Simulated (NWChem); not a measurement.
# Correlation energy of methylammonium (CH6N (+1))

```xyz
8

C      0.7888     0.0475     0.0000
N     -0.7003    -0.0422     0.0000
H      1.1101     0.5868     0.8989
H      1.1101     0.5868    -0.8989
H      1.2037    -0.9674     0.0000
H     -1.0563    -0.5417     0.8265
H     -1.0563    -0.5417    -0.8265
H     -1.1423     0.8873     0.0000
```
Charge +1, spin multiplicity 1.

Everything below was run with NWChem. The geometry was optimised at PBE0/def2-SVP, a minimum by its harmonic frequencies.

Basis set: STO-3G. Each correlation energy counts from its own Hartree-Fock reference.

The correlated methods keep 2 core orbitals frozen. Coupled-cluster values serve here as a point of comparison, not as the truth.

Problem. Order these methods by the correlation energy they give, lowest first: MP2, SCS-MP2, CR-CCSD[T].

Solution. CR-CCSD[T] (-149.4 mHa), SCS-MP2 (-125.8 mHa), MP2 (-112.6 mHa)
